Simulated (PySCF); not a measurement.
Members of one family of related compounds. Theory: TDDFT wB97X-D/def2-SVPD, vertical, gas phase, core orbitals frozen in the response (PySCF). Geometries: GFN2-xTB; one conformer of each isolated species. Triplets are in the Tamm–Dancoff approximation.

Task: Rank by computed HOMO energy, lowest first.
A. `[SiH2]1CC[C@H]1C[SiH3]`
B. `ClC[C@@H]1CC[SiH2]1`
C. `C1[C@@H]([SiH2]C1)/C=N\C`
D. `[SiH3]S[C@H]1CC[SiH2]1`
E. `CN(C)[C@@H]1CC[SiH2]1`
F. `C1[C@H]([SiH2]C1)NC`
G. `CC[C@H]1[SiH2]CC1`
H. `N#CC[C@@H]1CC[SiH2]1`

Result: H (-10.01 eV), B (-9.70 eV), A (-9.49 eV), G (-9.29 eV), C (-8.55 eV), D (-8.35 eV), F (-8.07 eV), E (-7.94 eV).

```
                 SMILES  HOMO (eV)  LUMO (eV)  f (S1)  first f ≥ 0.01 (nm)  S1 (eV)    S1 mainly
   N#CC[C@@H]1CC[SiH2]1     -10.01       1.57   0.023                  173     7.17  H-1→L (62%)
    ClC[C@@H]1CC[SiH2]1      -9.70       1.71   0.020                  179     6.94    H→L (67%)
[SiH3]C[C@@H]1CC[SiH2]1      -9.49       1.75   0.023                  180     6.88    H→L (70%)
     CC[C@@H]1CC[SiH2]1      -9.29       1.93   0.046                  180     6.88    H→L (74%)
  C/N=C\[C@H]1CC[SiH2]1      -8.55       1.42   0.002                  197     4.88    H→L (50%)
 [SiH3]S[C@H]1CC[SiH2]1      -8.35       1.44   0.010                  184     5.47    H→L (72%)
     CN[C@@H]1CC[SiH2]1      -8.07       1.94   0.021                  215     5.77    H→L (83%)
  CN(C)[C@@H]1CC[SiH2]1      -7.94       1.87   0.030                  216     5.74    H→L (86%)
```

H and L stand for HOMO and LUMO.

- `N#CC[C@@H]1CC[SiH2]1`: Löwdin shares by element: HOMO carbon 56% or more, silicon 21% (atoms not listed hold the other 23%); LUMO silicon 32%, hydrogen 20% or more, carbon 9% or more (atoms not listed hold the other 39%).
- `ClC[C@@H]1CC[SiH2]1`: Löwdin shares by element: HOMO carbon 39% or more, silicon 19%, chlorine 8% (atoms not listed hold the other 33%); LUMO silicon 28%, chlorine 13%, hydrogen 10% or more, carbon 9% or more (atoms not listed hold the other 40%).
- `[SiH3]C[C@@H]1CC[SiH2]1`: Löwdin shares by element: HOMO carbon 51% or more, silicon 21% or more (atoms not listed hold the other 28%); LUMO silicon 39%, hydrogen 17% or more (atoms not listed hold the other 44%).
- `CC[C@@H]1CC[SiH2]1`: Löwdin shares by element: HOMO carbon 51% or more, silicon 21% (atoms not listed hold the other 28%); LUMO silicon 33%, hydrogen 22% or more, carbon 10% or more (atoms not listed hold the other 34%).
- `C/N=C\[C@H]1CC[SiH2]1`: Löwdin shares by element: HOMO nitrogen 53%, carbon 31% or more (atoms not listed hold the other 17%); LUMO silicon 29%, carbon 21% or more, nitrogen 11% (atoms not listed hold the other 39%).
- `[SiH3]S[C@H]1CC[SiH2]1`: Löwdin shares by element: HOMO sulfur 62%, silicon 13%, carbon 13% or more; LUMO silicon 35%, sulfur 16%, hydrogen 8% or more (atoms not listed hold the other 40%).
- `CN[C@@H]1CC[SiH2]1`: Löwdin shares by element: HOMO nitrogen 49%, carbon 22% or more, silicon 7% (atoms not listed hold the other 22%); LUMO silicon 31%, hydrogen 20% or more, carbon 10% or more (atoms not listed hold the other 39%).
- `CN(C)[C@@H]1CC[SiH2]1`: Löwdin shares by element: HOMO nitrogen 54%, carbon 24% or more (atoms not listed hold the other 22%); LUMO silicon 30%, hydrogen 20% or more, carbon 10% or more (atoms not listed hold the other 40%).
